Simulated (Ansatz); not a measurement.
C7H12 (`C=C1CCCCC1`). Charge 0, multiplicity 1. The geometry is a stationary point of PBE0-D4/def2-TZVP.

```xyz
19

C    -0.253   -2.032   -1.320
C    -0.415   -0.876   -0.686
C    -0.881   -0.788    0.737
C     0.108    0.008    1.589
C     0.392    1.372    0.975
C     0.887    1.241   -0.458
C    -0.101    0.448   -1.315
H     0.100   -2.070   -2.345
H    -0.474   -2.978   -0.837
H    -1.036   -1.787    1.150
H    -1.852   -0.274    0.760
H    -0.281    0.119    2.605
H     1.044   -0.556    1.667
H     1.125    1.914    1.580
H    -0.527    1.972    0.987
H     1.052    2.229   -0.898
H     1.854    0.726   -0.463
H     0.287    0.307   -2.327
H    -1.029    1.028   -1.402
```

Q: What is the dipole moment at ωB97M-V/def2-TZVPP? (An estimate is asked.)

A: The calculation gave: 0.69 D, with components (0.04, 0.58, 0.36) D in this frame, pointing from negative to positive charge.

Q: And with PBE, r2SCAN, B3LYP? (Estimate.)

A: The calculation gave: PBE 0.73 D, r2SCAN 0.75 D, B3LYP 0.71 D.

Q: Give the Mulliken charges with ωB97M-V, r2SCAN, PBE in def2-TZVPP. (Estimate.)

A: Computed: 
```csv
atom,ωB97M-V,r2SCAN,PBE
C1,-0.21,-0.20,-0.21
C2,0.00,-0.02,-0.03
C3,-0.19,-0.03,-0.08
C4,-0.18,-0.02,-0.09
C5,-0.20,-0.03,-0.11
C6,-0.18,-0.02,-0.09
C7,-0.19,-0.03,-0.08
H8,0.08,0.06,0.07
H9,0.08,0.06,0.07
H10,0.09,0.02,0.05
H11,0.11,0.03,0.06
H12,0.10,0.02,0.06
H13,0.10,0.02,0.05
H14,0.10,0.02,0.06
H15,0.10,0.01,0.05
H16,0.10,0.02,0.06
H17,0.10,0.02,0.05
H18,0.09,0.02,0.05
H19,0.11,0.03,0.06
```

B3LYP here is the variant with VWN-RPA as its local correlation; programs differ in this.
